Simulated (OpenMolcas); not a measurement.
# As⁺: Slater's ratio, worked from levels

```yaml
Program: OpenMolcas 26.06
Basis: ANO-R3 [7s6p5d3f2g]
Scalar_Hamiltonian: X2C, finite nucleus
Active_space: 2 electrons in 3 orbitals (4p)
State_averaging: 2S+1 = 3 even, 3 roots; 2S+1 = 1 even, 6 roots
Spin-orbit_coupling: state interaction with AMFI integrals over the reference wave functions, term energies averaged over their components
```

Methods: CASSCF; SS-CASPT2, IPEA 0.25 Eh, imaginary shift 0.1 Eh (closed shells correlated: 3d 4s). Measured levels: NIST Handbook of Basic Atomic Spectroscopic Data.

**Slater's ratio.** With one set of orbitals, p2 has ¹D - ³P = 6 F2 and ¹S - ¹D = 9 F2 (F2 = F²/25), a ratio of 3/2. Term energies are centres of gravity, weighted by 2J + 1.

```csv
Source,¹D - ³P,¹S - ³P,F2 from the first,Ratio
CASSCF,10925,26820,1821,1.455
SS-CASPT2,8475,20981,1412,1.476
measured,8329,20832,1388,1.501
```

Energies in cm-1. A ratio away from 3/2 shows effects beyond one configuration with one set of orbitals, and in heavier atoms second-order spin-orbit shifts.

CASPT2 breaks the degeneracy within a term, and the mean is taken; among the terms shown or strongly mixed into the levels shown the widest spread is 98 cm-1 (4s² 4p² ¹D, SS-CASPT2). With the s shell closed, the reference lacks s² → p² mixing. Without dynamic correlation excited terms often stand tens of per cent too high (terms of higher spin than the ground term too low), and those without a measured partner can miss by more than the paired ones (holds for CASSCF). Computed and measured levels are paired by configuration, term and J; levels that our copy of the source lacks, or whose pairing is in doubt (as where it misses far off the trend of its configuration), stay unpaired and out of the deviations. Only configurations of the active space appear.
